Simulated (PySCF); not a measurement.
# Correlation energy of O (oxygen, neutral)

Starting occupation: [He] 2s1 2p5, 2s1/2 with m_j = +1/2, 2p1/2 with m_j = -1/2, +1/2, 2p3/2 with m_j = -1/2, +1/2, +3/2. Computed with PySCF 2.14 in x2c-SVPall-2c with one added diffuse shell of s type (4s2p1d, 15 functions), with X2C-1e with screened-nucleus spin-orbit coupling, Gaussian nucleus. Frozen: 1s2; 6 electrons correlated.

MP2 pair energies summed by pair of shells (mhartree):

```
 pair   energy  share (%)
2p-2p  -114.10       88.5
2p-2s   -14.87       11.5
```

Total MP2 correlation energy: -128.97 mhartree.

The GHF reference relaxed away from the jj start to a determinant that is no pure jj level (⟨S²⟩ = 2.01, ⟨J²⟩ = 6.01); the energies belong to that determinant.
